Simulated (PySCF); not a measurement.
## Assigning NMR signals

Geometry:
```
atom   x (Å)   y (Å)   z (Å)
  C1  -1.501  -2.089  -0.313
  C2  -1.532  -0.775  -0.135
  C3  -2.607   0.071  -0.749
 Si4  -0.206   0.141   0.848
  F5   0.733  -1.003   1.523
 Si6   1.196   1.429  -0.467
 Si7   3.264   0.518  -0.983
  H8  -2.248  -2.610  -0.894
  H9  -0.731  -2.701   0.124
 H10  -3.150   0.609   0.027
 H11  -3.314  -0.534  -1.313
 H12  -2.170   0.813  -1.416
 H13  -0.832   0.730   2.035
 H14   1.356   2.741   0.188
 H15   0.465   1.773  -1.704
 H16   4.234   0.713   0.098
 H17   3.170  -0.924  -1.225
 H18   3.862   1.106  -2.186
```

All values are calculated (PySCF 2.14.0 with density-fitted response routines): GIAO PBE0/pcSseg-1 shieldings, geometry: GFN2-xTB. One averaged value for each set of equivalent atoms, no solvent, non-relativistic Hamiltonian, a single conformation.

Referencing at the same level of theory: 13C (186.93 ppm) and 1H (31.72 ppm) against TMS.

**Question.** Assign these signals to the numbered atoms. 13C{1H} NMR (computed): δ 151.0, 134.8, 23.1.

**Answer.** 
151.0 → C2, fully substituted alkene carbon: as expected for a trigonal carbon in a double bond
134.8 → C1, terminal =CH2 carbon: as expected for a trigonal carbon in a double bond
23.1 → C3, allylic methyl carbon: saturated and bonded to C and H only

**Question.** Assign these signals to the numbered atoms. 1H NMR (600 MHz, computed): δ 6.24 (m, 1H), 5.90 (m, 1H), 5.87 (m, 1H), 3.63 (m, 3H), 3.37 (m, 1H), 3.20 (m, 1H), 1.90 (s, 3H).

**Answer.** 
| δ (ppm) | atoms | environment | reason |
| --- | --- | --- | --- |
| 6.24 | H8 | hydrogen on a terminal =CH2 carbon | attached to an sp2 carbon and in the plane of the double bond |
| 5.90 | H13 | hydrogen on a silicon bonded to C, F, Si | – |
| 5.87 | H9 | hydrogen on a terminal =CH2 carbon | olefinic region |
| 3.63 | H16/H17/H18 | hydrogen on a silicon bonded to Si | – |
| 3.37 | H14 | hydrogen on a silicon bonded to 2 Si | – |
| 3.20 | H15 | hydrogen on a silicon bonded to 2 Si | – |
| 1.90 | H10/H11/H12 | hydrogen on an allylic methyl carbon | allylic position |

H13 and H9 lie closer than the usual error of such a calculation, so a measured spectrum could show them in the other order.

Splittings by 19F in the carbon and heteronuclear signals aren't shown, as no couplings were computed. Shifts are as computed. Against solution values, carbons near 30 ppm lie about +3 ppm off and those near 130 ppm about +5 ppm. Of 1211 compounds with measured shifts, 218 miss one by over three times the rms of a fit or turn the order of signals round; such compounds aren't used in these exercises. No couplings were computed; multiplicities are counted from neighbouring protons, with m where these are inequivalent, close in shift, in a saturated or five-membered ring or joined by F or P, and br s for small geminal =CH2 splittings.
